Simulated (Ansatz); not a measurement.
The same path of FH₂InN (5 atoms, charge 0, multiplicity 2) was run 3 times with different band settings. Lost on the way: In2–H5. Made: N1–H5.

Computed with Ansatz 0.2.0, UKS CAM-B3LYP/def2-mTZVP.

Relaxed end points:

```xyz
5
Properties=species:S:1:pos:R:3
N -1.237 -0.115 -0.909
In 0.518 0.253 0.105
F 1.225 -1.434 0.843
H -2.036 -0.311 -0.293
H 1.530 1.606 0.255
```

```xyz
5
Properties=species:S:1:pos:R:3
N -0.564 0.707 -0.077
In 1.249 -0.245 0.332
F 0.971 -2.114 0.952
H -1.192 0.090 -0.590
H -0.464 1.562 -0.616
```

Common settings: movable images 5; climbing image yes; spring 5.0 eV/Å²; optimiser quadratic models (default); force threshold 0.05 eV/Å; end points relaxed.

| run | start path | iteration limit |
| --- | --- | --- |
| 1 | through a guess of the saddle point | 60 |
| 2 | through a guess of the saddle point | 6 |
| 3 | straight line | 60 |

What does each run give, and how far can it be trusted?

Run 1: converged after 16 iterations, highest image 1.406 eV above the first end. Neighbouring images differ by up to 3.1 eV, so the band resolves the path poorly. A vibrational analysis at the climbing image gives one clearly imaginary mode, 1339i cm⁻¹: a first-order saddle point.
Run 2: not converged after 6 iterations, highest image 0.960 eV above the first end. The band didn't meet its force threshold, so its energies are provisional: the largest band force was still 1.31 eV/Å, and over the last iterations the top moved between 0.92 and 1.36 eV.
Run 3: converged after 14 iterations, highest image 1.406 eV above the first end. Neighbouring images differ by up to 3.1 eV, so the band resolves the path poorly. Another band between the same ends (5 images) ends at a top of the same energy, where a vibrational analysis finds 1 clearly imaginary mode.
